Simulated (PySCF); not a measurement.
Gas-phase reaction: 2 B3O3H3 → 3 B + 3 H + 3 HBO2

Method: PySCF energies (xtb for GFN2) plus ideal-gas RRHO corrections (1 bar). The comparison is the NASA 1993 polynomial table, which mixes measured and estimated data. After a fit of one offset per element over all species, the range-separated, M06-2X, PBE0/def2-QZVP and CCSD(T)/def2-TZVPP enthalpies, where run, lie to one side of the table for B3O3H3 (+31 kJ/mol): a fault of the table's entry, another state or a shared error of the levels is possible; this was not checked at source. † marks an energy on the PBE0/def2-TZVP geometry and frequencies; other levels use their own. MP2 and CCSD(T) freeze the core. Open shells (unrestricted): B (multiplicity 2, electronic degeneracy 6), H (multiplicity 2); the rest are closed-shell singlets. GFN2 has no spin-polarisation term. Spin-orbit splitting is ignored; it lowers the true energy and changes the entropy of B. MP2 isn't extrapolated to the basis-set limit; its ΔH°(298 K) is 3035.1 kJ in def2-SVP and 3032.2 kJ in def2-TZVPP. CCSD(T) isn't extrapolated to the basis-set limit; its ΔH°(298 K) is 2993.8 kJ in def2-SVP and 2994.3 kJ in def2-TZVPP. The harmonic model lacks anharmonicity and excited electronic states, which grow with temperature; levels with a mode under 35 cm⁻¹ are left out. The table's entry may be an old estimate for B3O3H3, HBO2 (not checked at source).

```csv
level,"ΔH°(298 K), kJ",minus table,"ΔG°(1000 K), kJ"
table,3087.1,-,2127.0
CCSD(T)/def2-SVP†,2993.8,-93.3,2005.1
GFN2-xTB,3826.3,739.2,2836.5
M06-2X/def2-TZVP†,3140.2,53.1,2151.5
MP2/def2-TZVPP†,3032.2,-54.9,2043.5
PBE/def2-TZVP†,3033.7,-53.4,2045.0
PBE0/def2-QZVP†,3077.7,-9.4,2089.0
PBE0/def2-SVP†,3165.3,78.2,2176.6
PBE0/def2-TZVP,3087.9,0.8,2099.2
ωB97M-V/def2-TZVP†,3094.7,7.6,2106.0
```
